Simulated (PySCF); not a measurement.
**A small calculation by hand: oscillator strength and radiative lifetime**

ClH₇OSi₃, SMILES [SiH3]O[SiH2][SiH2]Cl.

The structure is a stationary point at B3LYP-D3(BJ)/def2-SVP. The structure was generated by enumeration, and PubChem lists no compound with its InChIKey, so it may never have been made. The values are those of a single conformer.

TDA-B3LYP/def2-SVPD (PySCF) puts the first singlet state with f over 0.02 at 6.93 eV (vertical), with the transition dipole (-0.167, 0.050, -0.313) in atomic units.

### Question
Find the oscillator strength, the wavelength and the radiative lifetime that this transition would have in vacuum if emission retraced absorption.

### Answer

|μ|² = 0.1284 au, so |μ| = 0.91 D. ΔE = 6.93/27.211 = 0.2547 hartree. f = (2/3) ΔE |μ|² = 0.022 (the program prints 0.022).
λ = 1239.84/6.93 = 179 nm; ν = 55894 cm⁻¹.
Einstein's coefficient A = 0.6670 ν² f s⁻¹ (ν in cm⁻¹) = 4.5e7 s⁻¹, so τ = 1/A = 22 ns. This state is S5; the lower singlets have f = 0.014, 0.001, 0.003, 0.011. The figure is the radiative limit of this one transition; relaxation, internal conversion, crossing to triplets and a medium change what is measured.
